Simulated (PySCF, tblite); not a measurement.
Compound: C7H10OSi2.
SMILES: `C1=COC([C@H]2C=C[SiH2][SiH2]2)=C1`

Jobs on this species (20 atoms, 88 electrons) with PySCF (density fitting) and tblite. Hardware of each: an Arm Neoverse V2 with one thread, no GPU (shared host). Times come from a shared host and carry two figures at best.

Problem. Rank these jobs by wall time, shortest first.
A. GFN2-xTB; L-BFGS relaxation
B. GFN2-xTB; Hessian by finite differences
C. PBE0/pcSseg-1; shieldings, ring-centre shieldings, charges and field gradients; 234 basis functions

Solution. B (0.95 s), A (1.6 s), C (62 s).

All jobs:

| level and settings | work | basis functions | SCF cycles | wall time |
| --- | --- | --- | --- | --- |
| GFN2-xTB | Hessian by finite differences | – | – | 0.95 s |
| GFN2-xTB | L-BFGS relaxation | – | – | 1.6 s |
| PBE0/pcSseg-1 | shieldings, ring-centre shieldings, charges and field gradients | 234 | 14 | 62 s |

Problem. What do all jobs in the table cost together?

Solution. About 65 s; the longest takes about 96 % of that, and about 65 times as long as the shortest.
